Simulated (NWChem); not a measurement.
System: BCl

The following NWChem deck was run.

```
start job
memory heap 200 mb stack 900 mb global 1100 mb
geometry units angstroms noautosym nocenter noautoz
  B      0.000000     0.000000    -1.297369
  Cl     0.000000     0.000000     0.436174
end
basis spherical
  B library aug-cc-pvdz
  Cl library aug-cc-pvdz
end
dft
  xc xpbe96 cpbe96
  iterations 150
end
tddft
  cis
  nroots 6
  notriplet
end
task tddft energy
```

The geometry was optimised at PBE-D3(BJ)/def2-SVP.

Vertical excitations in the gas phase.

### Question
Give the results of this calculation. (PBE/aug-cc-pVDZ, TDA.) Quantities: basis functions; lowest excitation, singlet (eV); oscillator strength of that lowest state; lowest state with f > 0.02, singlet (eV); oscillator strength of that bright state; orbital gap (eV).

### Answer
* **number of basis functions**: 50
* **lowest excitation, singlet (eV)**: 4.75
* **oscillator strength of that lowest state**: 0.098
* **lowest state with f > 0.02, singlet (eV)**: 4.75
* **oscillator strength of that bright state**: 0.098
* **orbital gap (eV)**: 3.39
